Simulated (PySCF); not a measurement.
A structure optimised at PBE-D3(BJ)/def2-SVP, used in a PySCF frequency run:

```
Ga
O 1 1.7899
H 2 0.9769 1 110.94
Br 1 2.2777 2 117.46 3 180.00
Br 1 2.2941 2 120.86 3 0.00
```
Charge 0, spin multiplicity 1.

Task: Write its SMILES, formula and point group.

Result: [OH][Ga]([Br])[Br], Br2GaHO, Cs

Task: What are its rotational constants (standard atomic weights)?

Result: 3.0388, 0.79265, 0.62867 GHz
